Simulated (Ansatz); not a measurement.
Saddle point of AlHBrCl₃, singlet (AlCl₃ ([Cl][Al]([Cl])[Cl]) + HBr → AlBrCl₂ ([Cl][Al]([Cl])[Br]) + HCl (still joined by a long Al–Cl bond); bonds formed: Cl2–H5; dative contacts that become bonds: Al1–Br6; bonds broken: H5–Br6; bonds weakened to dative contacts: Al1–Cl2), PBE0-D4/def2-TZVP structure:

```xyz
6
angstrom
Al -0.3442 0.4264 -0.2661
Cl 1.7678 -0.2819 -0.5475
Cl -1.5668 -0.0989 -1.8646
Cl -0.4281 2.3333 0.5600
H 0.9935 -1.0921 0.6289
Br -0.4223 -1.2869 1.4892
```

Energies are electronic, without zero-point energy. Barriers and step energies count from the start structure reached by relaxing down the imaginary mode; all methods use the PBE0-D4 structures, on which another method's saddle can fall below an end. Computed with Ansatz 0.2.0 (basis: def2-TZVPP, with def2-QZVPP for the basis limit); correlated methods freeze the cores. Filled d shells of the heavier atoms are correlated. The def2 sets are not built for correlating such inner shells, so the correlated values are less sure here. B3LYP uses VWN-RPA correlation. Extrapolation: Hartree–Fock as exp(−7.88 √X), correlation as X^−2.97.

| method | barrier (kJ/mol) | step energy (kJ/mol) |
| --- | --- | --- |
| SPW92 | -9.9 | -3.3 |
| PBE-D4 | 6.5 | -1.3 |
| BLYP-D4 | 18.8 | 1.2 |
| r2SCAN-D4 | 13.4 | -0.5 |
| B97M-V | 31.4 | 3.7 |
| PBE0-D4 | ? | -1.9 |
| B3LYP-D4 | 26.8 | 0.4 |
| r2SCAN0-D4 | 21.7 | -1.5 |
| BHLYP-D4 | ? | -0.4 |
| CAM-B3LYP-D4 | 33.0 | 0.4 |
| wB97X-V | ? | -0.2 |
| wB97M-V | 33.5 | -1.4 |
| B2PLYP | 30.2 | -0.3 |
| PBE-QIDH | 26.3 | -2.3 |
| RPA on PBE | 35.1 | 1.4 |
| HF | 73.8 | -0.4 |
| MP2 | 27.3 | -1.4 |
| CCSD | 43.7 | 0.3 |
| CCSD(T) | 35.4 | -0.2 |

Task: Fill in the withheld barriers. (Judge from chemistry; the value comes from the calculation.)

Result: The calculation gives: BHLYP-D4 40.9; PBE0-D4 17.7; wB97X-V 35.4 kJ/mol. Each is the energy of the saddle less that of the start structure, by the same method.

For comparison, the barrier by CCSD(T) at an estimated basis limit (MP2 extrapolated from triple and quadruple zeta, plus CCSD(T) − MP2 in triple zeta) is 33.5 kJ/mol.

The T1 diagnostic stays at or below 0.008. The start structure is not quite a true minimum (one mode of 37i cm⁻¹).

Labels in which every atom is bracketed show which atoms are joined, not bond orders.

For scale, one of the runs: CCSD(T)/def2-TZVPP, 230 basis functions, launched by `ansatz run in.yaml --threads 8 --pin off --events-out ev --progress --plain --max-ram 19148MiB`. The run took 98 s on 8 CPU threads of an Arm Neoverse V1 (shared host), with 3.6 GiB of host memory at its peak.
